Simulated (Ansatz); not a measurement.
Total energies of GaH5SSi, SMILES `[SiH3][GaH][SH]`.

```xyz
8

Si   -1.086   -0.599   -0.453
Ga    0.374    0.765    0.885
S     2.512    0.854    0.357
H    -0.330   -1.276   -1.541
H    -2.156    0.233   -1.070
H    -1.740   -1.641    0.385
H     0.009    1.639    2.131
H     2.417    0.024   -0.694
```

Charge 0, multiplicity 1. Correlated methods include outer-core shells of Ga, which these sets cover unevenly. Scalar relativity is left out up to krypton. Geometry: relaxed with PBE0-D4/def2-TZVP. It is one conformer, not always the lowest. Basis def2-TZVPP, Ansatz.

RPA on PBE orbitals: Hartree–Fock energy of these orbitals -2612.61708 Eh, correlation -0.94086 Eh (frozen core).

| functional | kind | energy without D4 (Eh) | D4 term (kJ/mol) |
| --- | --- | --- | --- |
| LDA (SPW92) | LDA | -2609.98866 | – |
| BLYP | GGA | -2615.64884 | -36.8 |
| r2SCAN | meta-GGA | -2615.52866 | -4.0 |
| B97M-V | meta-GGA with VV10 | -2615.05324 | – |
| PBE0 | global hybrid, 25 % exact exchange | -2615.07674 | -15.0 |
| B3LYP | global hybrid, 20 % | -2615.69081 | -28.6 |
| r2SCAN0 | meta-GGA hybrid, 25 % | -2615.49459 | -5.0 |
| HSE06 (plane-wave form) | screened hybrid | -2615.06156 | -14.3 |
| BHLYP | global hybrid, 50 % | -2615.56481 | -26.1 |
| LC-ωPBE | long-range corrected hybrid | -2615.14044 | – |
| ωB97X-V | range-separated hybrid GGA with VV10 | -2615.31100 | – |
| ωB97M-V | range-separated hybrid meta-GGA with VV10 | -2615.42983 | – |
| B2PLYP | double hybrid | -2614.97510 | – |
| PBE-QIDH | double hybrid | -2614.56791 | – |

**Question.** Give the same for PBE, revPBE, r2SCANh, CAM-B3LYP. (Best estimate.)

**Answer.** Computed: 
```
functional                    kind  energy without D4 (Eh)  D4 term (kJ/mol)
       PBE                     GGA             -2614.97125             -17.4
    revPBE                     GGA             -2615.32199             -42.9
   r2SCANh   meta-GGA hybrid, 10 %             -2615.51446              -4.4
 CAM-B3LYP  range-separated hybrid             -2615.72529             -15.7
```

B3LYP takes the VWN-RPA correlation (the form of Gaussian; ORCA's B3LYP/G). HSE06 is the plane-wave form, built on full-range PBE exchange. The double hybrids freeze the cores in their second-order part.

LC-ωPBE has ω = 0.4 bohr⁻¹.
